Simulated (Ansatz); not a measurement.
Job for Ansatz (an electronic-structure program): U-B3LYP/def2-TZVPP on GeH3 (SMILES [GeH3]), 2S+1 = 2, atoms moved off the minimum.

Ansatz 0.2 input:
```yaml
crystal:
  periodic: [false, false, false]
  atoms:
    - {symbol: Ge, position_ang: [0.01484070, -0.02072096, 0.05570674]}
    - {symbol: H, position_ang: [-0.85799198, -1.22394805, -0.43742009]}
    - {symbol: H, position_ang: [-0.57586438, 1.33681897, -0.37083574]}
    - {symbol: H, position_ang: [1.43665578, -0.14598914, -0.43572656]}
basis:
  gaussian:
    orbitals: def2-TZVPP
hamiltonian:
  xc: {name: B3LYP}
magnetization: {spin_polarized: true, initial_magnetization: 1}
output: {forces: true}
```

The head of its log:

```
WARN ansatz: RAYON_NUM_THREADS=1 ignored (pool sized by the plan → 1); use --threads N
Functional definition: B3LYP
integrals: 0.02 GiB planned
566 factors; their error is unknown
mean field: 0.28 GiB planned
mean field evaluation 1: about -56566.3243 eV, gradient 1.3e1 eV
mean field evaluation 2: about -56566.5730 eV, gradient 1.2e1 eV
```

Q: What total energy does the run end on?

A: -2078.7988 hartree.
